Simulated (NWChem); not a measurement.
System meant: CH7BSi; SMILES CB[SiH3]

Input file for NWChem:

```
start job
memory heap 200 mb stack 900 mb global 1100 mb
geometry units angstroms noautosym nocenter noautoz
  B     -0.603869    -0.649507     0.020677
  H     -1.818514    -0.783961    -0.016862
  C      0.287959    -1.926218     0.045230
  H     -0.163222    -2.804109     0.550630
  H      1.342762    -1.792901     0.354554
  H      0.317138    -2.204230    -1.041758
  Si     0.104218     1.248613    -0.021352
  H     -0.239430     1.897783     1.302123
  H     -0.557636     2.082236    -1.092241
  H      1.599008     1.359469    -0.199111
end
basis spherical
  * library def2-svp
end
dft
  xc m06-2x
  iterations 150
end
property
  shielding
end
task dft property
```

End of the output:

```
 Vector   19  Occ=0.000000D+00  E= 1.095015D-01
              MO Center=  3.5D-01,  1.0D+00,  2.1D-02, r^2= 5.1D+00
   Bfn.  Coefficient  Atom+Function         Bfn.  Coefficient  Atom+Function
  ----- ------------  ---------------      ----- ------------  ---------------
    78     -1.134320  10 H  s                59      1.123539   7 Si px
    60      1.046248   7 Si py               22      0.752705   3 C  s
     3      0.678553   1 B  s                40     -0.615046   5 H  s
     8      0.548040   1 B  py               68     -0.512219   8 H  s
    51      0.438569   7 Si s                45     -0.420628   6 H  s

 center of mass
 --------------
 x =   0.00673600 y =   0.07826509 z =   0.00095249

 moments of inertia (a.u.)
 ------------------
         441.909367978627          -2.228078480894          -0.079972962739
          -2.228078480894          64.487613892828           6.728000663864
          -0.079972962739           6.728000663864         474.119093036889

     Multipole analysis of the density
     ---------------------------------

     L   x y z        total         alpha         beta         nuclear
     -   - - -        -----         -----         ----         -------
     0   0 0 0     -0.000000    -16.000000    -16.000000     32.000000

     1   1 0 0      0.054326     -0.584699     -0.584699      1.223724
     1   0 1 0     -0.511939     -0.662285     -0.662285      0.812631
     1   0 0 1     -0.075675      0.025306      0.025306     -0.126287

     2   2 0 0    -23.050739    -30.514866    -30.514866     37.978993
     2   1 1 0     -0.353838      0.198072      0.198072     -0.749981
     2   1 0 1     -0.069467     -0.123969     -0.123969      0.178470
     2   0 2 0    -22.611568   -140.817328   -140.817328    259.023087
     2   0 1 1      0.285968      1.762795      1.762795     -3.239623
     2   0 0 2    -21.484622    -18.711856    -18.711856     15.939091

          -----------------------------------------
          Chemical Shielding Tensors (GIAO, in ppm)
          -----------------------------------------

 ------------------------------------------------------------------------
  xm06: d2 not coded                    0
 ------------------------------------------------------------------------
 ------------------------------------------------------------------------
  current input line :
    25: task dft property
 ------------------------------------------------------------------------
 ------------------------------------------------------------------------
 This error has not yet been assigned to a category
 ------------------------------------------------------------------------
 For more information see the NWChem manual at https://nwchemgit.github.io

0: xm06: d2 not coded:Received an Error in Communication
```

Problem. Can this run be used? If not, why, and what is the fix?

Solution. The program stopped with an error. Cause: this functional's second derivatives, which shieldings need, aren't coded here; the fix takes a hybrid GGA instead. This input runs:
```
start job
memory heap 200 mb stack 900 mb global 1100 mb
geometry units angstroms noautosym nocenter noautoz
  B     -0.603869    -0.649507     0.020677
  H     -1.818514    -0.783961    -0.016862
  C      0.287959    -1.926218     0.045230
  H     -0.163222    -2.804109     0.550630
  H      1.342762    -1.792901     0.354554
  H      0.317138    -2.204230    -1.041758
  Si     0.104218     1.248613    -0.021352
  H     -0.239430     1.897783     1.302123
  H     -0.557636     2.082236    -1.092241
  H      1.599008     1.359469    -0.199111
end
basis spherical
  B library def2-svp
  H library def2-svp
  C library def2-svp
  Si library def2-svp
end
dft
  xc pbe0
  iterations 150
end
property
  shielding
end
task dft property
```
It converges to -356.26960 Ha (PBE0/def2-SVP, GIAO).
